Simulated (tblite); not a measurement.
C₆H₁₃ClSSi.
Cartesian coordinates in Å at the GFN2-xTB level; atoms count from 1:
```
atom  x, y, z in Å
C1    -3.8857    0.0353    0.7776
C2    -2.9724    0.4872   -0.3561
Si3   -1.1506    0.0922   -0.0134
Cl4   -0.9097   -1.9117    0.1853
S5    -0.0139    0.8067   -1.6898
C6     1.5632   -0.1157   -1.5168
C7     2.4416    0.4413   -0.4352
C8     3.5666   -0.4015    0.0916
C9     2.3789   -0.1109    0.9565
H10   -4.9250    0.2624    0.5490
H11   -3.7996   -1.0369    0.9380
H12   -3.6230    0.5371    1.7058
H13   -3.2909    0.0097   -1.2852
H14   -3.0892    1.5605   -0.5074
H15   -0.6584    0.7122    1.2126
H16    2.0391   -0.0158   -2.4929
H17    1.3218   -1.1626   -1.3394
H18    2.6248    1.5039   -0.5399
H19    4.5065    0.0769    0.3190
H20    3.6724   -1.4013   -0.3011
H21    1.6930   -0.9204    1.1547
H22    2.4999    0.5706    1.7846
```

Computed values, GFN2-xTB/tblite, gas phase, harmonic and unscaled. Against measured fundamentals such values can be off by several per cent, at times by over 20. Modes of hydrogen on silicon can be 10 to 20 % off. One conformer, not necessarily the lowest.

Harmonic wavenumbers (cm⁻¹): 34.3, 49.7, 52.4, 66.7, 105.9, 125.6, 169.5, 193.5, 201.8, 248.0, 286.8, 345.7, 396.3, 451.8, 537.4, 634.7, 647.8, 714.0, 728.1, 740.4, 801.8, 832.3, 877.0, 881.1, 982.1, 986.0, 1020.3, 1023.2, 1069.2, 1076.6, 1078.2, 1098.3, 1117.6, 1156.5, 1194.8, 1231.1, 1233.3, 1254.1, 1287.9, 1384.6, 1422.3, 1436.2, 1444.7, 1470.5, 1490.6, 1510.2, 1512.3, 2267.7, 2967.4, 2984.8, 2993.5, 2994.5, 3025.2, 3033.4, 3040.6, 3051.0, 3091.4, 3093.7, 3095.8, 3114.2.

A = 1666, B = 568.2, C = 493.7 MHz; mass 180.020 u (most abundant isotopes); point group C1, symmetry number 1.

**Question.** Zero-point energy?

**Answer.** ½Σν̃ = 38678 cm⁻¹ = 462.70 kJ/mol.

**Question.** Give the ideal-gas entropy at 273.15 K and 1 bar in the rigid-rotor, harmonic-oscillator model (classical rotation).

**Answer.** Translation 171.80, rotation 128.23, vibration 164.79: S = 464.8 J/(mol K).

**Question.** And Cp and H(273.15 K) − H(0)?

**Answer.** Cp = 178.92 J/(mol K), of which vibrations give 145.67 (their classical limit is 60 R = 498.9); H(273.15 K) − H(0) = 31.05 kJ/mol without the zero-point energy, 21.97 from vibrations.

**Question.** What must be added to the electronic energy to get the Gibbs energy at 273.15 K and 1 bar?

**Answer.** ZPE + [H(273.15 K) − H(0)] − T·S = 462.70 + 31.05 − 126.97 = 366.78 kJ/mol.

**Question.** Blend soft modes into free rotors: weight 1/[1 + (100 cm⁻¹/ν̃)⁴] for the oscillator and the rest for a rotor with moment μB/(μ + B), μ = h/(8π²ν), B = 10⁻⁴⁴ kg m². What vibrational entropy results?

**Answer.** 144.94 J/(mol K) in place of 164.79, which changes −T·S at 273.15 K by +5.42 kJ/mol.

Hindered rotation and anharmonicity are outside this model. Other conformers, if any are populated, would add a mixing term that is left out. The structure is chiral; the term R ln 2 for an equal mix with its mirror image is left out.
